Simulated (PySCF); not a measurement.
HClSi, charge +1, doublet, geometry from GFN2-xTB (a state made from the parent by changing its charge; the spin is typed, not shown lowest); PySCF with DF-HF/6-31G*.

Here is a job for PySCF.
```python
from pyscf import gto, scf

mol = gto.M(
    atom='''
Si    0.861351   -0.219520    0.442743
H     2.208714   -0.511862   -0.052597
Cl   -0.839272    0.210890   -0.361518
''',
    basis='6-31g*',
    charge=1,
    spin=1,
    verbose=4,
)

mf = scf.UHF(mol)
mf = mf.density_fit(auxbasis='def2-universal-jkfit')
mf.kernel()
```

Output, abridged:

```
PySCF version 2.14.0

[INPUT] verbose = 4
[INPUT] num. atoms = 3
[INPUT] num. electrons = 31
[INPUT] charge = 1
[INPUT] spin (= nelec alpha-beta = 2S) = 1
[INPUT] symmetry False subgroup None
[INPUT] Mole.unit = angstrom
[INPUT] Symbol           X                Y                Z      unit          X                Y                Z       unit  Magmom
[INPUT]  1 Si     0.861351000000  -0.219520000000   0.442743000000 AA    1.627717487120  -0.414832678865   0.836663013568 Bohr   0.0
[INPUT]  2 H      2.208714000000  -0.511862000000  -0.052597000000 AA    4.173864547493  -0.967278993572  -0.099393924974 Bohr   0.0
[INPUT]  3 Cl    -0.839272000000   0.210890000000  -0.361518000000 AA   -1.585994224016   0.398524342410  -0.683170009101 Bohr   0.0

nuclear repulsion = 73.1770810861835
number of shells = 18
number of NR pGTOs = 106
number of NR cGTOs = 38
basis = 6-31g*
ecp = {}

******** <class 'pyscf.df.df_jk.DFUHF'> ********
method = DFUHF
initial guess = minao
damping factor = 0
level_shift factor = 0
DIIS = <class 'pyscf.scf.diis.CDIIS'>
diis_start_cycle = 1
diis_space = 8
diis_damp = 0
SCF conv_tol = 1e-09
SCF conv_tol_grad = None
SCF max_cycles = 50
direct_scf = False
number electrons alpha = 16  beta = 15
Set gradient conv threshold to 3.16228e-05
******** <class 'pyscf.df.df.DF'> ********
auxbasis = def2-universal-jkfit
init E= -749.046103629788

cycle= 1 E= -748.581685462133  delta_E= 0.464  |g|= 0.273  |ddm|= 1.29
cycle= 2 E= -748.647116228752  delta_E= -0.0654  |g|= 0.102  |ddm|= 0.626
cycle= 3 E= -748.655035454277  delta_E= -0.00792  |g|= 0.0302  |ddm|= 0.147
cycle= 4 E= -748.656361572183  delta_E= -0.00133  |g|= 0.0104  |ddm|= 0.0766
cycle= 5 E= -748.656606129563  delta_E= -0.000245  |g|= 0.00436  |ddm|= 0.0352
cycle= 6 E= -748.656657171966  delta_E= -5.1e-05  |g|= 0.0021  |ddm|= 0.0165
cycle= 7 E= -748.656671406445  delta_E= -1.42e-05  |g|= 0.00075  |ddm|= 0.0102
cycle= 8 E= -748.656673153681  delta_E= -1.75e-06  |g|= 0.000268  |ddm|= 0.00355
cycle= 9 E= -748.656673377389  delta_E= -2.24e-07  |g|= 7.71e-05  |ddm|= 0.00125
cycle= 10 E= -748.656673394762  delta_E= -1.74e-08  |g|= 2.49e-05  |ddm|= 0.000349
cycle= 11 E= -748.656673396285  delta_E= -1.52e-09  |g|= 9.32e-06  |ddm|= 0.000101
cycle= 12 E= -748.656673396483  delta_E= -1.98e-10  |g|= 3.31e-06  |ddm|= 3.52e-05
Extra cycle  E= -748.656673396502  delta_E= -1.86e-11  |g|= 2.04e-06  |ddm|= 6.63e-06
converged SCF energy = -748.656673396502  <S^2> = 0.75780959  2S+1 = 2.0077944
```
